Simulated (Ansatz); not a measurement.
Reaction (homolysis of the Cl–Ga bond): `[Cl][GaH][Cl]` → Cl• + `[Cl][GaH]`•

Program: Ansatz. Geometries: PBE0-D4/def2-TZVP. ΔE: electronic, gas phase. CCSD(T)/CBS is the MP2 limit (def2-TZVPP, def2-QZVPP) plus CCSD(T) − MP2 in def2-TZVPP, frozen cores. This one scheme is used for every species, atoms too. DFT in def2-TZVPP. Open shells (•) are unrestricted, without spin–orbit coupling. Spin–orbit coupling would lower the free atoms: a little for Cl. For Ga outer-core shells are correlated without core-valence functions, so the limit isn't a true one: a few kJ/mol of doubt a bond, and 10 to 20 or more in all where bonds break to atoms. Scalar relativity is left out up to krypton.

```tsv
level	ΔE (kJ/mol)
BLYP-D4	409.4
CCSD/def2-TZVPP	424.4
```

Problem. What does CCSD(T)/CBS give? (Estimate.)

Solution. The calculation gave: +450.2 kJ/mol. The listed levels differ from it by -40.8, -25.8 kJ/mol.

Largest T1 diagnostic among the species: 0.015.

From BLYP to BHLYP (50 % exact exchange), in def2-TZVPP and without D4, ΔE moves by +10.8 kJ/mol. At CCSD(T), def2-SVP lies −31.9 kJ/mol from the extrapolated value and def2-TZVPP −16.6 kJ/mol: correlation converges slowly with the basis, and small sets miss more of it in the bonded molecule than in its fragments.

CCSD(T)/CBS has its own doubt, a few kJ/mol and more with outer-core shells, so smaller differences from it don't rank the levels.
